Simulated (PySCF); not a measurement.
Cost against size for one kind of job: PBE0-D3(BJ)/def2-SVP geometry optimisation, gas phase in PySCF; work: geometry optimisation from a GFN2-xTB start. Hardware: one thread, Arm Neoverse V1, no GPU (shared host). Times come from a shared host and carry two figures at best.

```
              species (SMILES)  atoms  electrons  basis functions  SCF cycles  gradient evaluations  wall time
       B[C]C#N (triplet state)      6         26               66          36                     5      9.3 s
[NH2][Co][NH2] (quartet state)      7         45               79          81                     4       19 s
    F[Si@@]([SiH3])(Cl)O[SiH3]     12         82              130         102                    16          ?
        C[SiH2][C@H](F)C[SiH3]     17         66              147          57                     9          ?
       C[C@@H](CF)[SiH2][SiH3]     17         66              147          50                     8       75 s
               CC(=O)Oc1ccccc1     18         72              180          48                     7    1.9 min
          C#C/C=C/C(=O)C(=C)OC     18         72              180          38                     5       77 s
```

Task: Estimate the withheld figures.

Result: `F[Si@@]([SiH3])(Cl)O[SiH3]`: 2.0 min; `C[SiH2][C@H](F)C[SiH3]`: 88 s.

Task: With all rows, how does the wall time grow with the number of basis functions N?

Result: A straight line through log(time) against log(N) has slope 2.3 between N = 66 and 180, and the rows scatter about it by a factor of about 1.5 (standard error of the fit). This is a fit to these rows, whose iteration counts differ, not the method's formal scaling.
